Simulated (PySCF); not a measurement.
C₅H₁₃BP₂.
Structure used (PBE0-D3(BJ)/def2-SVP), in Å, numbered top down from 1:
```
atom  x, y, z in Å
B1    -2.553   -1.283    0.889
P2    -1.414    0.079    0.186
P3    -2.224    2.116   -0.112
C4    -0.565   -0.225   -1.427
C5     0.806    0.355   -1.239
C6     1.180    0.695    0.005
C7     2.509    1.254    0.387
C8     0.156    0.443    1.085
H9    -2.908   -0.868    1.984
H10   -3.466   -1.400    0.084
H11   -1.800   -2.252    0.940
H12   -3.398    1.623   -0.761
H13   -2.851    2.118    1.172
H14   -0.542   -1.316   -1.602
H15   -1.122    0.219   -2.268
H16    1.478    0.468   -2.095
H17    3.010    0.607    1.127
H18    3.171    1.359   -0.483
H19    2.396    2.244    0.859
H20    0.044    1.293    1.778
H21    0.419   -0.436    1.701
```

All values: PBE0/pcSseg-1 (PySCF, non-relativistic), on one gas-phase PBE0-D3(BJ)/def2-SVP geometry that isn't relaxed in the solvent. The solvent is an IEF-PCM continuum (Bondi radii, 1.10 Å for H, scaled by 1.2). Specific hydrogen bonds and non-electrostatic terms are outside this model.

Gas phase at PBE0/pcSseg-1: HOMO -7.38 eV, LUMO -0.42 eV, dipole 4.40 D.

Question: What does the continuum do to the energy, the frontier levels and the dipole at PBE0/pcSseg-1 in benzene and acetonitrile?

Answer: 
| solvent | ε | E(solvent) − E(gas) (kcal/mol) | polarisation term (kcal/mol) | distortion of the solute (kcal/mol) | HOMO (eV) | LUMO (eV) | dipole (D) |
| --- | --- | --- | --- | --- | --- | --- | --- |
| benzene | 2.271 | -3.71 | -4.01 | 0.30 | -7.19 | -0.30 | 4.98 |
| acetonitrile | 35.69 | -8.02 | -9.40 | 1.38 | -7.04 | -0.19 | 5.59 |

The first energy column is the sum of the next two and covers electrostatics alone. From benzene to acetonitrile the lowering changes by a factor 2.16, Onsager's factor (ε − 1)/(2ε + 1) by 2.09 and ε itself by 15.7.

Question: Which radius a makes the point-dipole formula ΔE = −[(ε − 1)/(2ε + 1)]·μ²/a³ give the value in acetonitrile, with the gas-phase dipole?

Answer: μ = 1.732 au and |ΔE| = 0.01277 Eh give a = 2.56 Å; the farthest nucleus lies 3.73 Å from the centroid of the nuclei, so such a sphere wouldn't even hold the nuclei. The formula assumes a rigid point dipole at the centre of a sphere.

Question: Give the dipole vector in the frame of the coordinates (D, pointing from negative to positive charge), gas and acetonitrile.

Answer: Gas (3.20, 2.72, -1.32), solvent (3.89, 3.66, -1.65). Its length changes by +27 % and its direction by 3°.

Question: Which Mulliken charges (PBE0/pcSseg-1) respond most in acetonitrile (means over atoms taken as equivalent)?

Answer: 
```json
{"atoms": "B1", "environment": "four-coordinate boron", "gas (e)": "-0.151", "solvent (e)": "-0.204", "change": "-0.053"}
{"atoms": "P2", "environment": "phosphorus bonded to B, 2 C and P", "gas (e)": "+0.085", "solvent (e)": "+0.127", "change": "+0.042"}
{"atoms": "H20", "environment": "methylene hydrogen", "gas (e)": "+0.160", "solvent (e)": "+0.182", "change": "+0.022"}
{"atoms": "H9/H10/H11", "environment": "B–H hydrogen", "gas (e)": "-0.031", "solvent (e)": "-0.051", "change": "-0.020"}
{"atoms": "H15", "environment": "methylene hydrogen", "gas (e)": "+0.166", "solvent (e)": "+0.185", "change": "+0.019"}
{"atoms": "C5", "environment": "alkene CH carbon", "gas (e)": "-0.045", "solvent (e)": "-0.062", "change": "-0.017"}
```
